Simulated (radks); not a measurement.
The mean radii <r> (bohr) of the occupied orbitals of an atom or ion are listed with their occupations. All-electron calculation, scalar-relativistic Kohn-Sham, exchange-only LDA, spin-polarised, spherical densities, point nucleus. Program: a radial shooting solver on a logarithmic mesh with Libxc functionals.

| orbital | occ. | <r> |
|---|---|---|
| 1s up | 1 | 0.03904 |
| 1s down | 1 | 0.03902 |
| 2s up | 1 | 0.1616 |
| 2s down | 1 | 0.1619 |
| 2p up | 1 | 0.1384 |

Name the element and its charge. Open shells, if any, are filled with parallel spins first.

Answer. Z = 38, strontium, charge +33: Sr33+ in [He] 2s2 2p1. The 1s radius gives Z: for a bare nucleus <r> = (2 gamma + 1)/(2Z) with gamma = sqrt(1 - (Z/c)^2), 0.03844 bohr for Z = 38, and screening makes it slightly larger (0.03904 here). The occupations add up to 5, and the charge is Z minus that.
